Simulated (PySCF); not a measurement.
**As⁺: ionisation energy**

As⁺ [Ar] 3d10 4s2 4p2 (3P) → As²⁺ [Ar] 3d10 4s2 4p1 (2P), as a difference of total energies. All numbers are calculated (PySCF 2.14, a scalar-relativistic core potential, in aug-cc-pVTZ-PP with one added diffuse shell each of s, d, f type with ECP10MDF (7s5p5d3f, 68 functions)). Correlated levels: valence: 3s2 3p6 3d10 frozen. The calculations carry no spin-orbit coupling.

```
           method  ionisation energy (eV)
              UHF                  17.979
              LDA                  18.579
              PBE                  18.430
             PBE0                  18.503
           r2SCAN                  18.685
             BP86                  18.539
           PBEsol                  18.448
            B3LYP                  18.469
SCS-MP2 (valence)                  18.282
```

Task: Estimate what MP2 (valence) gives.

Result: 18.357 eV, closest to PBE among the rows shown.

Task: Estimate what M06-L gives.

Result: 18.231 eV, closest to SCS-MP2 (valence) among the rows shown.

The reference lies between the lowest fine-structure levels, while these numbers refer to the centres of the terms.

Errors of the correlated levels include the incompleteness of this basis and the frozen core.

For comparison: 18.589 eV (measured; NIST Atomic Spectra Database, ionization energies).
